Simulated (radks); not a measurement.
The helium ion He+, 1s1. Calculated with a radial shooting solver on a logarithmic mesh with Libxc functionals: non-relativistic Kohn-Sham, r2SCAN, spin-polarised, spherical densities, point nucleus; meta-GGA in the generalised Kohn-Sham scheme. Every spin shell is full or empty, so the densities are truly spherical. Functionals are evaluated on that one density, not self-consistently. Rank these orbital-free kinetic functionals by their error against the exact value of the orbitals, and give that value: Thomas-Fermi, TF + vW, TF + vW/9, TF + vW/5, APBEK, revAPBEK, Perdew 92, Thakkar, Pearson, LKT, PG1, DePristo-Kress, Ernzerhof.

Answer. Exact: 2.00016 hartree. From best to worst, with 100 (|E| - |E exact|)/|E exact| (equal figures are ties): APBEK +2.05, Pearson -2.37, Thakkar +2.41, TF + vW/9 +2.70, Perdew 92 +2.72, DePristo-Kress +2.84, revAPBEK +2.95, Ernzerhof +6.59, Thomas-Fermi -8.41, TF + vW/5 +11.59, PG1 +55.18, LKT +62.51, TF + vW +91.59.
